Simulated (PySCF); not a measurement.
Compound: C7H7FO2S.
Cartesian coordinates in Å at the GFN2-xTB level; atoms count from 1:
```
atom  x, y, z in Å
C1     2.743   -0.549    0.178
C2     1.767    0.330   -0.048
C3     0.385   -0.031    0.014
C4    -0.737    0.688   -0.177
C5    -0.821    2.139   -0.519
C6    -1.989   -0.047   -0.025
C7    -1.851   -1.330    0.279
F8    -2.803   -2.230    0.475
S9    -0.072   -1.736    0.408
O10    0.264   -2.080    1.759
O11    0.308   -2.645   -0.634
H12    2.522   -1.575    0.419
H13    3.779   -0.265    0.129
H14    1.999    1.360   -0.289
H15    0.163    2.587   -0.608
H16   -1.382    2.667    0.251
H17   -1.353    2.264   -1.462
H18   -2.931    0.460   -0.162
```

Probes without a nucleus sit at each ring's centroid and 1 Å off its mean plane on both sides; NICS is minus the shielding there, NICSzz its component along the normal. Level: GIAO PBE0/pcSseg-1 (PySCF, non-relativistic, gas phase) on the GFN2-xTB geometry, one conformer.

Ring bond lengths (Å), with Mayer bond orders in brackets: C3–C4 1.345 (1.59), C4–C6 1.460 (1.06), C6–C7 1.326 (1.70), C7–S9 1.828 (0.83), S9–C3 1.809 (0.83).

Q: Give the NICS values of each ring in ppm.

A: 
```json
{"ring": "C3–C4–C6–C7–S9", "type": "5-membered ring with S; formal bonds 2 double, 3 single", "NICS(0)": "-2.0", "NICS(1), two faces": "-2.4 / -2.4", "NICS(1)zz, two faces": "1.7 / 1.7", "rms pucker (Å)": "0.00", "centre to ring atoms, mean (Å)": "1.32"}
```

Q: What can be read from them?

A: 
- C3–C4–C6–C7–S9: mean NICS(1)zz 1.7 ppm, near zero. S9 has four or more neighbours; no verdict on aromaticity is drawn.

Q: List the ring angles and the Hirshfeld charges of the ring atoms.

A: 
- C3–C4–C6–C7–S9: C3 108.9° (-0.036 e), C4 115.5° (+0.016 e), C6 114.9° (-0.069 e), C7 109.4° (+0.071 e), S9 91.2° (+0.507 e); sum 540.0° against 540° for a flat convex ring.

Q: What are the shieldings of the ring atoms and their hydrogens in the same run (means over atoms taken as equivalent)?

A: 
| atoms | environment | σ isotropic (ppm) | principal values of the symmetric part, first atom (ppm) |
| --- | --- | --- | --- |
| C3 | fully substituted alkene carbon | 49.8 | -27.3, 61.6, 115.1 |
| C4 | fully substituted alkene carbon | 53.7 | -36.7, 38.8, 159.1 |
| C6 | alkene CH carbon | 74.8 | -13.4, 85.4, 152.4 |
| C7 | vinylic C–F carbon | 10.6 | -74.7, 41.2, 65.3 |
| S9 | sulfonyl sulfur | 189.2 | 67.9, 181.7, 318.1 |
| H18 | vinylic hydrogen | 25.82 | 23.8, 25.1, 28.6 |

Time: 45 s. Hardware: an x86-64 server with one thread, shared host. This is the whole shielding run at PBE0/pcSseg-1, SCF included.
